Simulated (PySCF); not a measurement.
A side-by-side comparison of computed properties.

First species: C4H9ClSi.
SMILES: `C=C(C[SiH3])CCl`

Second species: C4H9ClSi.
Numbering: `[Cl:1][C@@H:2]1[CH2:3][CH2:4][SiH2:5][CH2:6]1` (hydrogens: H7 on C2; H8, H9 on C3; H10, H11 on C4; H12, H13 on Si5; H14, H15 on C6)

Levels: CAM-B3LYP/def2-SVPD for HOMO energy, LUMO energy, HOMO–LUMO gap and static isotropic polarisability; TDDFT CAM-B3LYP/def2-SVPD for lowest singlet excitation. Geometries: PBE0-D3(BJ)/def2-SVP. Each structure is a single optimised conformer of the isolated species, non-relativistic unless stated. Electronic properties by PySCF.

The conformers computed, where there is a choice (atom-mapped SMILES and torsion angles):
- `[CH2:1]=[C:2]([CH2:3][SiH3:4])[CH2:5][Cl:6]`: C1–C2–C3–Si4 -96°, C1–C2–C5–Cl6 -121°

The conformers of `Cl[C@@H]1CC[SiH2]C1` aren't listed.

Q: Which of the two has the higher HOMO–LUMO gap, and by how much?

A: The second: 10.77 eV against 9.22 eV, a difference of 1.55 eV.

Q: Which has the higher S1 energy?

A: The second: 7.33 eV against 6.49 eV, a difference of 0.84 eV.

Q: Which of the two has the higher HOMO energy, and by how much?

A: The first: -8.71 eV against -9.71 eV, a difference of 1.00 eV.

Q: Which of the two has the higher static isotropic polarisability, and by how much?

A: The first: 92.0 au against 84.8 au, a difference of 7.2 au.

Q: Which of the two has the higher LUMO energy, and by how much?

A: The second: 1.06 eV against 0.51 eV, a difference of 0.55 eV.

On the first: The 6 singlets span 6.49 to 7.86 eV, and their oscillator strengths add up to 0.46. The polarisability is 13.63 Å³ as a volume (1 au = 0.148185 Å³), or 1.44 au for each of the 64 electrons.

On the second: No computed singlet falls in the visible range (750 to 380 nm, 1.65 to 3.26 eV); S1 lies 4.07 eV above its blue end. The polarisability is 12.57 Å³ as a volume (1 au = 0.148185 Å³), or 1.33 au for each of the 64 electrons.
